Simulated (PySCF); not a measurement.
Which level of theory gave which numbers?

C₆H₃F.
Structure used (PBE0-D3(BJ)/def2-SVP), in Å, numbered top down from 1:
```
atom  x, y, z in Å
C1     3.0456    0.3643   -0.0655
C2     1.8614    0.2678   -0.3163
C3     0.4929    0.1631   -0.6522
C4    -0.4772   -0.1537    0.2315
F5    -0.1816   -0.3866    1.5052
C6    -1.8561   -0.2632   -0.0937
C7    -3.0349   -0.3594   -0.3623
H8     4.0914    0.4448    0.1670
H9     0.1879    0.3467   -1.6859
H10   -4.0794   -0.4446   -0.6023
```

The closed-shell ground state was solved 3 times with PySCF (density fitting, gas phase), always with PBE0, in these basis sets: 6-31G, STO-3G and cc-pVTZ.

| row | total energy (Eh) | HOMO (eV) | LUMO (eV) | dipole (D) |
| --- | --- | --- | --- | --- |
| P | -329.8517 | -6.88 | -1.81 | 1.43 |
| Q | -329.6581 | -6.68 | -1.48 | 1.71 |
| R | -325.4686 | -4.48 | 1.24 | 0.87 |

Problem. Which basis belongs to which row?

Solution. P = cc-pVTZ, Q = 6-31G, R = STO-3G. From the lowest total energy up: cc-pVTZ (252 functions) 0 eV; 6-31G (69 functions) +5.27 eV; STO-3G (38 functions) +119.27 eV.
